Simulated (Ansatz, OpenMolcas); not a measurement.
# HOI (hypoiodous acid): from total energies to a heat of formation

HOI: 3 atoms, total charge 0, spin state singlet. As SMILES, `OI`. The coordinates come from a PBE0-D4/def2-TZVP relaxation.

```tsv
atom	x (Å)	y (Å)	z (Å)
O	-0.3762	-0.4676	-0.2534
I	1.2471	0.1302	0.6970
H	-0.8709	0.3375	-0.4436
```

Total energies at PBE0/def2-TZVPP (core potential) (OpenMolcas 26.06); the atoms run unrestricted:

```tsv
species	state	energy (Eh)
HOI	singlet	-373.464655
O	triplet	-75.018601
I	doublet	-297.693130
H	doublet	-0.501036
```

Harmonic wavenumbers at PBE0-D4/def2-TZVP, in cm⁻¹: 614, 1100, 3843.

Measured heats of formation of the gaseous atoms at 298.15 K, in kJ/mol: O 249.2, I 106.8, H 218.0. Spin-orbit lowering of the atoms at 298 K (mean of the ground term's levels less their thermal mean, from spectra), in kJ/mol: O 0.40, I 30.32. Take 1 Eh = 2625.50 kJ/mol, 1 cm⁻¹ = 0.0119627 kJ/mol, RT = 2.479 kJ/mol.

Question: Work out the heat of formation of the gas at 298 K.

Answer: 
1. Electronic atomisation energy: (-75.018601) + (-297.693130) + (-0.501036) − (-373.464655) = 0.251888 Eh = 661.3 kJ/mol.
2. Zero-point energy: half the sum of the wavenumbers, 2778.5 cm⁻¹ = 33.2 kJ/mol.
3. Thermal vibrational enthalpy, Σ hcν̃/(exp(hcν̃/kT) − 1): 0.5 kJ/mol. Translation, rotation and pV of a non-linear molecule: 4 RT = 9.9 kJ/mol.
4. The 3 free atoms carry 5/2 RT each: 18.6 kJ/mol.
5. Spin-orbit coupling lowers the free atoms by 0.40 + 30.32 = 30.7 kJ/mol.
6. Atomisation enthalpy at 298 K: 661.3 − 30.7 − 33.2 − 0.5 − 9.9 + 18.6 = 605.6 kJ/mol.
7. Sum of the atoms' heats of formation: 574.0 kJ/mol. Heat of formation: 574.0 − 605.6 = -31.6 kJ/mol.

The tabulated value is -61.3 kJ/mol (Active Thermochemical Tables), so this level is off by +29.7 kJ/mol, or 4.7 % of the atomisation enthalpy. Anharmonicity and any spin-orbit splitting of the molecule are left out.
